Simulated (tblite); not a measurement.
Record of a relaxation.

Compound: C₅H₅OS₂ (doublet state).
Atom-mapped SMILES: `[CH3:1][O:2][c:3]1[c:4][cH:5][c:6]([SH:7])[s:8]1` (hydrogens: H9, H10, H11 on C1; H12 on C5; H13 on S7)
Bond orders are those of one Lewis drawing.

Computed with GFN2-xTB (tblite), gas phase: L-BFGS steps from a force-field or distance-geometry start until the largest atomic force falls under 0.01 eV/Å. 13 of its 84 geometries are shown.

Step 0: E = -643.4455 eV, largest atomic force 3.717 eV/Å
```
atom  x, y, z in Å  |  force x, y, z in eV/Å
C1     -2.800    0.114   -0.143    0.510   1.529  -0.189
O2     -1.936   -0.946   -0.424    1.995  -1.188   0.264
C3     -0.561   -0.700   -0.325   -1.191   0.981   0.129
C4     -0.010    0.492   -0.015   -1.973  -0.656  -0.095
C5      1.329    0.599    0.050    2.580   2.601   0.629
C6      2.073   -0.488   -0.239   -0.907  -0.736  -0.733
S7      3.858   -0.589   -0.244   -0.079  -0.541   0.124
S8      0.804   -1.815   -0.604    0.710   0.228   0.026
H9     -3.230    0.431   -1.110   -0.213  -0.058   0.356
H10    -2.205    0.990    0.237   -0.360  -0.550  -0.141
H11    -3.589   -0.101    0.597    0.453  -0.403  -0.386
H12     1.811    1.571    0.310   -0.358  -0.849  -0.187
H13     4.452    0.441   -0.967   -1.167  -0.358   0.203
```

Step 7: E = -644.2833 eV, largest atomic force 0.593 eV/Å
```
atom  x, y, z in Å  |  force x, y, z in eV/Å
C1     -2.706    0.100   -0.188   -0.135   0.092   0.228
O2     -1.796   -0.977   -0.348    0.289   0.063  -0.349
C3     -0.504   -0.598   -0.315   -0.048   0.101   0.107
C4     -0.009    0.593    0.055    0.261   0.033   0.010
C5      1.373    0.736    0.031   -0.084   0.013  -0.058
C6      1.996   -0.427   -0.358   -0.552  -0.074   0.204
S7      3.700   -0.772   -0.237    0.175  -0.109  -0.142
S8      0.852   -1.746   -0.599   -0.312   0.278   0.018
H9     -3.230    0.403   -1.101    0.438  -0.225  -0.175
H10    -2.183    0.968    0.235   -0.003  -0.069  -0.082
H11    -3.465   -0.231    0.509   -0.200  -0.158   0.259
H12     1.888    1.627    0.332    0.101   0.027  -0.065
H13     4.081    0.325   -0.894    0.071   0.028   0.045
```

Step 14: E = -644.3610 eV, largest atomic force 0.162 eV/Å
```
atom  x, y, z in Å  |  force x, y, z in eV/Å
C1     -2.706    0.079   -0.176   -0.066   0.053  -0.010
O2     -1.772   -0.961   -0.379    0.128   0.041   0.091
C3     -0.505   -0.539   -0.300    0.111  -0.057  -0.017
C4     -0.001    0.648    0.080    0.089  -0.047  -0.010
C5      1.384    0.758    0.035   -0.053  -0.005   0.023
C6      1.962   -0.433   -0.332   -0.129   0.032   0.000
S7      3.665   -0.821   -0.285    0.099  -0.056  -0.094
S8      0.796   -1.713   -0.594   -0.004   0.094   0.068
H9     -3.159    0.349   -1.129   -0.103   0.034  -0.074
H10    -2.194    0.954    0.240   -0.066  -0.004   0.027
H11    -3.462   -0.276    0.519   -0.114  -0.061  -0.012
H12     1.934    1.640    0.309    0.041  -0.035  -0.039
H13     4.053    0.316   -0.867    0.065   0.012   0.047
```

Step 21: E = -644.3923 eV, largest atomic force 0.193 eV/Å
```
atom  x, y, z in Å  |  force x, y, z in eV/Å
C1     -2.753    0.069   -0.181    0.063  -0.022  -0.018
O2     -1.756   -0.928   -0.331   -0.026  -0.024  -0.005
C3     -0.493   -0.492   -0.267   -0.048   0.019   0.086
C4      0.037    0.684    0.111   -0.008  -0.024  -0.015
C5      1.424    0.773    0.037    0.066  -0.033  -0.044
C6      1.972   -0.432   -0.329    0.161   0.016  -0.105
S7      3.665   -0.883   -0.417    0.011   0.080   0.013
S8      0.795   -1.697   -0.544   -0.161   0.020   0.005
H9     -3.178    0.328   -1.158    0.079  -0.023   0.064
H10    -2.300    0.959    0.268   -0.160  -0.025   0.036
H11    -3.538   -0.347    0.458    0.119   0.079  -0.071
H12     2.011    1.643    0.268   -0.056  -0.018   0.000
H13     4.109    0.322   -0.794   -0.041  -0.044   0.053
```

Step 28: E = -644.4039 eV, largest atomic force 0.079 eV/Å
```
atom  x, y, z in Å  |  force x, y, z in eV/Å
C1     -2.766    0.064   -0.185    0.006   0.003   0.024
O2     -1.748   -0.912   -0.298   -0.039  -0.004   0.055
C3     -0.488   -0.472   -0.228   -0.039   0.021  -0.028
C4      0.063    0.700    0.123   -0.057  -0.010   0.017
C5      1.449    0.770    0.018    0.015   0.024  -0.012
C6      1.982   -0.437   -0.367    0.071   0.020   0.005
S7      3.670   -0.901   -0.465   -0.059   0.021   0.020
S8      0.779   -1.690   -0.529   -0.007  -0.062  -0.048
H9     -3.158    0.318   -1.175    0.061  -0.009   0.040
H10    -2.382    0.966    0.298    0.026  -0.004  -0.005
H11    -3.559   -0.373    0.423   -0.013   0.000  -0.051
H12     2.032    1.642    0.249    0.036  -0.017  -0.036
H13     4.120    0.325   -0.743   -0.002   0.018   0.020
```

Step 35: E = -644.4121 eV, largest atomic force 0.093 eV/Å
```
atom  x, y, z in Å  |  force x, y, z in eV/Å
C1     -2.769    0.063   -0.170   -0.018  -0.018  -0.025
O2     -1.748   -0.914   -0.206   -0.012  -0.005   0.013
C3     -0.491   -0.465   -0.209    0.004   0.002   0.068
C4      0.074    0.704    0.135   -0.008   0.028  -0.047
C5      1.457    0.769   -0.015    0.011   0.003   0.001
C6      1.976   -0.439   -0.410    0.021  -0.012   0.013
S7      3.664   -0.899   -0.485   -0.002  -0.004  -0.036
S8      0.763   -1.686   -0.559    0.029  -0.030  -0.010
H9     -3.082    0.316   -1.187    0.022   0.043  -0.024
H10    -2.434    0.971    0.340    0.035  -0.084   0.021
H11    -3.605   -0.391    0.362   -0.012   0.050   0.007
H12     2.070    1.627    0.196   -0.049   0.045   0.005
H13     4.122    0.343   -0.671   -0.021  -0.018   0.014
```

Step 42: E = -644.4184 eV, largest atomic force 0.155 eV/Å
```
atom  x, y, z in Å  |  force x, y, z in eV/Å
C1     -2.760    0.062   -0.165    0.014   0.003   0.023
O2     -1.757   -0.932   -0.158    0.034  -0.023  -0.035
C3     -0.499   -0.479   -0.191    0.064  -0.070  -0.008
C4      0.066    0.696    0.120    0.042   0.007   0.010
C5      1.451    0.771   -0.036   -0.076  -0.025  -0.006
C6      1.975   -0.437   -0.423   -0.152  -0.030  -0.001
S7      3.658   -0.897   -0.501    0.061   0.009  -0.038
S8      0.761   -1.690   -0.570    0.031   0.055   0.069
H9     -3.012    0.338   -1.193    0.016   0.049   0.012
H10    -2.415    0.944    0.380   -0.020   0.039  -0.006
H11    -3.632   -0.366    0.325   -0.005  -0.016  -0.020
H12     2.049    1.639    0.168   -0.020   0.020  -0.003
H13     4.111    0.352   -0.633    0.011  -0.019   0.003
```

Step 48: E = -644.4247 eV, largest atomic force 0.070 eV/Å
```
atom  x, y, z in Å  |  force x, y, z in eV/Å
C1     -2.741    0.066   -0.160   -0.005   0.028  -0.019
O2     -1.758   -0.950   -0.140   -0.041   0.026  -0.002
C3     -0.497   -0.506   -0.174   -0.047   0.019   0.022
C4      0.051    0.684    0.118   -0.003  -0.033   0.013
C5      1.430    0.772   -0.053    0.035   0.008  -0.001
C6      1.962   -0.436   -0.431    0.066   0.022   0.009
S7      3.650   -0.893   -0.554   -0.038  -0.008   0.021
S8      0.769   -1.708   -0.528   -0.019  -0.009   0.008
H9     -2.938    0.385   -1.188    0.006   0.015  -0.022
H10    -2.411    0.932    0.421    0.024  -0.039   0.026
H11    -3.647   -0.356    0.272    0.012  -0.039  -0.004
H12     2.010    1.657    0.136    0.027  -0.030  -0.038
H13     4.117    0.355   -0.598   -0.015   0.041  -0.013
```

Step 55: E = -644.4273 eV, largest atomic force 0.049 eV/Å
```
atom  x, y, z in Å  |  force x, y, z in eV/Å
C1     -2.740    0.069   -0.161    0.014  -0.012   0.006
O2     -1.763   -0.951   -0.112    0.018  -0.004  -0.010
C3     -0.500   -0.511   -0.143   -0.001   0.022  -0.027
C4      0.054    0.681    0.128   -0.003   0.008   0.001
C5      1.430    0.771   -0.070    0.024  -0.004   0.000
C6      1.958   -0.440   -0.442    0.039  -0.005   0.014
S7      3.645   -0.887   -0.591   -0.027  -0.026   0.024
S8      0.764   -1.714   -0.503   -0.010  -0.026   0.000
H9     -2.881    0.419   -1.188    0.006   0.002   0.009
H10    -2.435    0.914    0.464   -0.012   0.001   0.022
H11    -3.662   -0.371    0.213   -0.030   0.012  -0.011
H12     2.018    1.658    0.086   -0.010  -0.009  -0.005
H13     4.107    0.363   -0.561   -0.010   0.042  -0.023
```

Step 62: E = -644.4301 eV, largest atomic force 0.049 eV/Å
```
atom  x, y, z in Å  |  force x, y, z in eV/Å
C1     -2.729    0.075   -0.158    0.000  -0.001   0.011
O2     -1.767   -0.960   -0.131    0.005  -0.001   0.008
C3     -0.501   -0.527   -0.150    0.006   0.002  -0.007
C4      0.047    0.667    0.121   -0.020   0.025  -0.037
C5      1.423    0.760   -0.075   -0.007   0.012   0.000
C6      1.958   -0.454   -0.427   -0.004   0.001   0.005
S7      3.651   -0.873   -0.556    0.014   0.019   0.001
S8      0.768   -1.734   -0.483    0.006  -0.010   0.008
H9     -2.845    0.467   -1.172    0.002   0.006  -0.013
H10    -2.421    0.892    0.503   -0.013  -0.005   0.020
H11    -3.666   -0.359    0.183   -0.009  -0.013  -0.007
H12     2.003    1.653    0.060    0.019   0.001   0.026
H13     4.074    0.394   -0.595    0.002  -0.037  -0.016
```

Step 69: E = -644.4324 eV, largest atomic force 0.042 eV/Å
```
atom  x, y, z in Å  |  force x, y, z in eV/Å
C1     -2.731    0.075   -0.155   -0.010   0.001   0.006
O2     -1.766   -0.956   -0.141    0.004   0.004   0.005
C3     -0.501   -0.521   -0.161    0.008  -0.007   0.005
C4      0.046    0.677    0.091    0.002   0.007   0.019
C5      1.426    0.760   -0.079   -0.015   0.002  -0.010
C6      1.961   -0.460   -0.407   -0.021  -0.006  -0.008
S7      3.655   -0.871   -0.538    0.028  -0.026   0.018
S8      0.771   -1.739   -0.450   -0.008   0.011  -0.011
H9     -2.827    0.499   -1.160   -0.003   0.009   0.025
H10    -2.443    0.870    0.541   -0.012  -0.014  -0.013
H11    -3.674   -0.375    0.151    0.015  -0.005  -0.020
H12     2.016    1.646    0.064   -0.013   0.034  -0.004
H13     4.062    0.396   -0.635    0.023  -0.011  -0.012
```

Step 76: E = -644.4349 eV, largest atomic force 0.098 eV/Å
```
atom  x, y, z in Å  |  force x, y, z in eV/Å
C1     -2.734    0.072   -0.144   -0.040   0.028  -0.023
O2     -1.762   -0.950   -0.116   -0.008  -0.028  -0.033
C3     -0.499   -0.510   -0.146    0.010  -0.022   0.001
C4      0.048    0.694    0.072    0.056  -0.049  -0.010
C5      1.428    0.768   -0.108    0.020  -0.011   0.017
C6      1.964   -0.462   -0.403   -0.034   0.026   0.013
S7      3.662   -0.884   -0.510   -0.086   0.018   0.010
S8      0.767   -1.740   -0.411    0.056   0.080   0.006
H9     -2.745    0.577   -1.117    0.017  -0.019   0.032
H10    -2.526    0.813    0.635   -0.038  -0.026  -0.015
H11    -3.693   -0.415    0.028    0.031   0.037   0.028
H12     2.014    1.661    0.015   -0.004  -0.014  -0.021
H13     4.071    0.376   -0.674    0.019  -0.020  -0.007
```

Step 83: E = -644.4367 eV, largest atomic force 0.009 eV/Å
```
atom  x, y, z in Å  |  force x, y, z in eV/Å
C1     -2.737    0.070   -0.144   -0.001  -0.004   0.000
O2     -1.762   -0.952   -0.134    0.001   0.000  -0.005
C3     -0.499   -0.510   -0.153   -0.002   0.004   0.001
C4      0.046    0.695    0.065   -0.002   0.006   0.004
C5      1.427    0.777   -0.103   -0.003  -0.001  -0.004
C6      1.966   -0.453   -0.388    0.003   0.003  -0.007
S7      3.658   -0.889   -0.481   -0.001   0.003   0.002
S8      0.775   -1.733   -0.405    0.002   0.002   0.005
H9     -2.742    0.594   -1.105    0.000  -0.001  -0.001
H10    -2.538    0.793    0.652    0.006  -0.003   0.003
H11    -3.694   -0.420    0.018   -0.006   0.002   0.000
H12     2.009    1.674    0.012    0.000  -0.009  -0.001
H13     4.086    0.354   -0.712    0.003  -0.003   0.002
```

Q: Summarise the path.

A: The energy falls by 95.64 kJ/mol from step 0 to step 83; nine tenths of that is first reached at step 10. It falls at every step. The largest force goes from 3.717 to 0.009 eV/Å. Among the bonds C6–S8 changes most, from 1.871 to 1.748 Å; the atoms move by 0.388 Å rms after alignment.

Q: Follow the three bonds and two angles with the largest change from start to end.

A: 
```
step  E above end (kJ/mol)  largest force (eV/Å)  C6–S8 (Å)  O2–C3 (Å)  S7–H13 (Å)  C6–S7–H13 (°)  O2–C3–S8 (°)
   0                 95.64                 3.717      1.871      1.400       1.392          112.7         129.1
   4                 39.36                 1.173      1.744      1.337       1.360          104.2         124.5
   7                 14.81                 0.593      1.763      1.347       1.335           94.7         122.6
  11                  8.47                 0.227      1.746      1.337       1.334           94.2         120.0
  14                  7.30                 0.162      1.751      1.337       1.335           94.7         118.4
  18                  5.98                 0.214      1.744      1.335       1.337           95.8         117.7
  22                  3.96                 0.151      1.746      1.338       1.337           95.8         116.6
  25                  3.45                 0.103      1.749      1.337       1.334           95.4         115.8
  29                  3.08                 0.081      1.745      1.336       1.336           95.4         115.8
  32                  2.75                 0.148      1.750      1.335       1.337           95.4         115.7
  36                  2.29                 0.099      1.744      1.336       1.333           95.3         115.7
  40                  1.97                 0.078      1.748      1.338       1.335           94.9         115.7
  43                  1.62                 0.147      1.751      1.338       1.335           94.8         116.3
  47                  1.23                 0.093      1.746      1.339       1.335           95.2         116.9
  51                  1.03                 0.057      1.750      1.338       1.336           95.5         116.8
  54                  0.93                 0.043      1.748      1.338       1.334           95.4         116.9
  58                  0.77                 0.059      1.748      1.338       1.332           95.1         116.7
  61                  0.66                 0.048      1.749      1.338       1.336           94.7         117.1
  65                  0.55                 0.088      1.748      1.339       1.335           94.3         117.3
  69                  0.42                 0.042      1.748      1.338       1.334           94.5         117.0
  72                  0.33                 0.044      1.747      1.338       1.336           94.6         116.9
  76                  0.18                 0.098      1.751      1.337       1.335           94.4         116.5
  79                  0.02                 0.036      1.748      1.338       1.334           94.8         116.8
  83                  0.00                 0.009      1.748      1.338       1.335           95.0         116.7
```

The cost below is that of the whole relaxation. Time: 0.46 s wall. Hardware: one thread, Arm Neoverse V2 (aarch64) (shared host).
